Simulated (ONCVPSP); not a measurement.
technetium (Tc): excitation energies, all-electron against ONCV

```
Element                 : Tc (Z = 43)
Generator               : ONCVPSP 4.0.1
Type                    : optimised norm-conserving Vanderbilt (ONCV)
Functional              : PBEsol
Relativity              : scalar-relativistic
Frozen core             : [Ar] 3d10
Valence charge          : 15
Reference configuration : 4s2 4p6 4d5 5s2
Partial waves           : 4s+5s: rc 1.75 bohr, ncon 4, nbas 7, qcut 8.5 1/bohr, 2 projectors; 4p: rc 1.85 bohr, ncon 3, nbas 6, qcut 8.3 1/bohr, 2 projectors, debl 1.9 Ha; 4d: rc 1.90 bohr, ncon 4, nbas 9, qcut 6.5 1/bohr, 2 projectors, debl 1.5 Ha
Local potential         : polynomial inside 1.60 bohr (lpopt 2, dvloc0 4 Ha)
Core correction         : Teter function, fcfact 4.75, rcfact 1.45
```

Energies are relative to the spin-unpolarised reference configuration 4s2 4p6 4d5 5s2; without spin polarisation the order of configurations can differ from experiment.

Question: Give the all-electron excitation energy and the error of the potential for: 4s2 4p6 4d5 5s1; 4s2 4p6 4d5 5s0; 4s2 4p6 4d4 5s0; 4s2 4p6 4d5.5 5s1.5.

Answer:

```csv
valence configuration,charge,ΔE all-electron (eV),error AE − PS (meV)
4s2 4p6 4d5 5s1,+1,8.196,-1.5
4s2 4p6 4d5 5s0,+2,23.037,-5.5
4s2 4p6 4d4 5s0,+3,51.728,-3.0
4s2 4p6 4d5.5 5s1.5,0,-0.621,-0.4
```
